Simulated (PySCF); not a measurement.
Cd(NH2)(SMe) (CH5CdNS), SMILES [S](C)[Cd][NH2]. Coordinates come from a PBE0-D3(BJ)/def2-SVP optimisation. The structure was generated by enumeration; whether it is a known compound was not checked. The def2 effective core potentials stand for the cores of Cd; spin–orbit coupling is left out. The values are those of a single conformer.

Computed equilibrium geometry at PBE0-D3(BJ)/def2-SVP (PySCF confirms it by a frequency run) as bond lengths and angles, and its point group (one conformer of several):
point group Cs.
Atoms: Cd1 N2 H3 H4 S5 C6 H7 H8 H9. Bonds (Å): Cd1–N2 2.007, Cd1–S5 2.338, N2–H3 1.019, N2–H4 1.019, S5–C6 1.829, C6–H7 1.099, C6–H8 1.099, C6–H9 1.099. Bond angles (°): N2–Cd1–S5 175.6, Cd1–N2–H3 114.8, Cd1–N2–H4 114.8, H3–N2–H4 106.8, Cd1–S5–C6 102.8, S5–C6–H7 112.3, S5–C6–H8 106.4, S5–C6–H9 112.3, H7–C6–H8 108.1, H7–C6–H9 109.4, H8–C6–H9 108.1.
